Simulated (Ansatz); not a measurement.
```yaml
crystal:
  periodic: [false, false, false]
  atoms:
    - {symbol: Si, position_ang: [0.172501, -1.256929, 0.186920]}
    - {symbol: Si, position_ang: [-0.141630, 1.273373, -0.213171]}
    - {symbol: O, position_ang: [-0.584771, -0.163628, -0.975212]}
    - {symbol: O, position_ang: [0.577456, 0.097346, 0.991430]}
    - {symbol: O, position_ang: [-0.313011, 2.858975, -0.208694]}
    - {symbol: O, position_ang: [0.208275, -2.776379, 0.231151]}
basis:
  gaussian: {orbitals: "6-31G*", final_grid: {core_spheres: 5, valence_spheres: 4, degree: 11}}
hamiltonian: {xc: {name: B97M-V}}
accuracy: high
scf: {omitted_lower_state_checks: [starts]}
output: {forces: true}
```

```sh
$ ansatz run in.yaml --threads 2 --pin off --events-out ev --progress --plain --max-ram 4352MiB
```

It prints (some lines left out):

```
Functional definition: B97M-V
  name "B97M-V"
  cite "Mardirossian & Head-Gordon, J. Chem. Phys. 142, 074111 (2015) doi:10.1063/1.4907719"
  cite "Becke, J. Chem. Phys. 107, 8554 (1997) doi:10.1063/1.475007"
  cite "Vydrov & Van Voorhis, J. Chem. Phys. 133, 244103 (2010) doi:10.1063/1.3521275"
  # Of w^i u^j: cxij and so on, Table III.
  parameter cx00 = 1.000
  parameter cx01 = 1.308
  parameter cx02 = 1.901
  parameter cx10 = 0.416
  parameter cx11 = 3.070
  parameter css00 = 1.000
  parameter css02 = -1.855
  parameter css10 = -5.668
  parameter css32 = -20.497
  parameter css42 = -20.364
  parameter cos00 = 1.000
  parameter cos01 = 1.573
  parameter cos03 = -6.298
  parameter cos10 = 2.535
  parameter cos32 = -6.427
  parameter b = 6.0
  parameter c = 0.01
  gx(w, u) = cx00 + cx01*u + cx02*u^2 + (cx10 + cx11*u)*w
  gss(w, u) = css00 + css02*u^2 + css10*w + (css32*w^3 + css42*w^4)*u^2
  gos(w, u) = cos00 + cos01*u + cos03*u^3 + cos10*w + cos32*w^3*u^2
  exchange = spin_sum(e_x_unif_s*gx(b97_w, b97_u_x))
  correlation = spin_sum(e_c_pw_mod_same_spin*gss(b97_w, b97_u_same))
      + integral(e_c_pw_mod_opposite_spin*gos(b97_w_opposite, b97_u_opposite)) + vv10(b, c)
these checks for a lower state are left out or cut short: starts
1961 factors; integrals over basis functions are off by at most 1.2e-8 eV
mean field evaluation 1: about -23918.0676 eV, gradient 1.0e2 eV
mean field evaluation 2: about -23757.1401 eV, gradient 2.6e2 eV
mean field evaluation 4: about -23938.0188 eV, gradient 1.7e1 eV
mean field evaluation 8: about -23938.5229 eV, gradient 3.5e-1 eV
mean field evaluation 16: about -23938.5952 eV, gradient 3.0e-4 eV
mean field -23938.59522530 eV, -879.7271483673 hartree, gradient 2.0e-8 eV, S^2 0.000000; 0 other end points of the search recorded, 0 dependent functions left out
the calculation of the forces begins
reference -23938.59523823 eV, -879.7271488423 hartree; 30, 30 occupied and 68, 68 virtual orbitals, 1961 factors
Total energy: -23938.59523823 eV, -879.7271488423 hartree
Atom 0 at     0.172501    -1.256929     0.186920 Å, force    -1.396389     1.704591    -1.661884 eV/Å
Atom 1 at    -0.141630     1.273373    -0.213171 Å, force     0.092860    -0.298475     1.587097 eV/Å
Atom 2 at    -0.584771    -0.163628    -0.975212 Å, force     0.145192     0.192860    -0.252548 eV/Å
Atom 3 at     0.577456     0.097346     0.991430 Å, force     0.486995     1.852291     0.445778 eV/Å
Atom 4 at    -0.313011     2.858975    -0.208694 Å, force     0.470114    -4.043983    -0.268280 eV/Å
Atom 5 at     0.208275    -2.776379     0.231151 Å, force     0.201228     0.592717     0.149836 eV/Å
Dipole moment:     0.079788     0.076462    -0.053475 e Å
Checks for a lower state left out: starts
```

Run time 27 s (2 threads of Arm Neoverse V2 on a shared host).

The 6-31G sets use Cartesian d functions.
